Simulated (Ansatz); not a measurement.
`[SiH3]CN[SiH3]` + `[SH][SnH3]` → `[SiH3][SnH2][SH]` + `CN[SiH3]`  (formal exchange of groups at the Si–C bond)

Calculated with Ansatz (gas phase, PBE0-D4/def2-TZVP geometries, no zero-point term in ΔE). CCSD(T)/CBS is the MP2 limit (def2-TZVPP, def2-QZVPP) plus CCSD(T) − MP2 in def2-TZVPP, frozen cores. Functionals use def2-TZVPP. Elements past krypton have def2 core potentials. For Sn outer-core shells are correlated without core-valence functions, which leaves a few kJ/mol of doubt a bond. Each species was taken in one conformer, which may not be the lowest.

```tsv
species	PBE energy (Eh)
`[SiH3]CN[SiH3]`	-676.86975
`[SH][SnH3]`	-614.72435
`[SiH3][SnH2][SH]`	-905.28493
`CN[SiH3]`	-386.32819
```

(1) Work out ΔE.

Largest T1 diagnostic among the species: 0.013.

Results:

(1) ΔE = (-905.28493) + (-386.32819) − (-676.86975) − (-614.72435) = -0.01902 Eh = -49.9 kJ/mol. CCSD(T)/CBS gives -46.6 kJ/mol.

From BLYP to BHLYP (50 % exact exchange), in def2-TZVPP and without D4, ΔE moves by +3.6 kJ/mol. At CCSD(T), def2-SVP lies +4.8 kJ/mol from the extrapolated value and def2-TZVPP +5.3 kJ/mol. Leaving LDA and LC-ωPBE aside and taking each functional with its dispersion term where it has one, the values, not all of them listed here, spread over 11.4 kJ/mol, from PBE-D4 to B97M-V. LDA lies +7.1 kJ/mol from PBE without D4.
